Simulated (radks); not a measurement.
Results of a calculation; reference values are marked as such.
Task: Ta42+, configuration [Ar] 3d10 4s2 4p1 (the NIST ground configuration). Code: a radial shooting solver on a logarithmic mesh with Libxc functionals. Model: Dirac Kohn-Sham, LB94 model potential, spin-unpolarised, spherical densities, finite nucleus; open shells fill j = l - 1/2 first; Fermi nuclear charge, rms radius 5.3507 fm.

Spin-orbit splittings of the eigenvalues, e(l+1/2) - e(l-1/2), with zeta = 2 splitting/(2l+1) and mean radii in bohr:

| shell | occ. | splitting (eV) | zeta (eV) | <r> j=l-1/2 | <r> j=l+1/2 |
|---|---|---|---|---|---|
| 2p | 6 | 1285 | 856.8 | 0.06460 | 0.07241 |
| 3p | 6 | ? | ? | 0.1907 | 0.2043 |
| 3d | 10 | 63.41 | 25.36 | 0.1781 | 0.1823 |
| 4p | 1 | 95.60 | 63.73 | 0.3970 | 0.4166 |

Estimate the 3p splitting.

Result: 285.8 eV (zeta = 190.5 eV).
